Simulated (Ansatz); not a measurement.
Consider the atomization: `C[CH](C)[Mg][Cl]` → 3 C• + Cl• + 7 H• + Mg (atom).

Calculated with Ansatz (gas phase, PBE0-D4/def2-TZVP geometries, no zero-point term in ΔE). CCSD(T)/CBS adds triple-zeta CCSD(T) − MP2 to the extrapolated MP2 energy (def2 sets, frozen cores). This one scheme is used for every species, atoms too. Functionals use def2-TZVPP. No spin–orbit coupling; open shells (•) take unrestricted orbitals. Spin–orbit coupling would lower the free atoms: a little for C, Cl. For Mg outer-core shells are correlated without core-valence functions, so the limit isn't a true one: a few kJ/mol of doubt a bond, and 10 to 20 or more in all where bonds break to atoms. Each species was taken in one conformer, which may not be the lowest.

```json
{"level": "r2SCANh-D4", "ΔE (kJ/mol)": "4320.1"}
{"level": "PBE", "ΔE (kJ/mol)": "4354.8"}
{"level": "CCSD(T)/def2-TZVPP", "ΔE (kJ/mol)": "4212.5"}
{"level": "HF/def2-QZVPP", "ΔE (kJ/mol)": "3281.1"}
```

Q: What does CCSD(T)/CBS give? (Best estimate.)

A: Computed: +4325.1 kJ/mol. The listed levels differ from it by -5.0, 29.7, -112.6, -1044.0 kJ/mol.

Largest T1 diagnostic among the species: 0.009.

The D4 term adds +33.3 kJ/mol with B3LYP and +17.7 kJ/mol with PBE0; it sums over pairs of atoms, weighted by their polarisabilities, and B3LYP, whose exchange is more repulsive, gets the larger term. From r2SCAN to r2SCAN0 (25 % exact exchange), in def2-TZVPP and without D4, ΔE moves by −40.1 kJ/mol: exact exchange takes away binding that semilocal exchange gives to molecules. At CCSD(T), def2-SVP lies −190.0 kJ/mol from the extrapolated value and def2-TZVPP −112.6 kJ/mol: correlation converges slowly with the basis, and small sets miss more of it in the bonded molecule than in its fragments.

B3LYP here is the variant with VWN-RPA as its local correlation; programs differ in this.

For atomizations the MP2-based limit and the directly extrapolated one differ by several kJ/mol either way, and by 10 to 25 for some Ge, Se and Sn compounds, so smaller differences from it don't rank the levels.
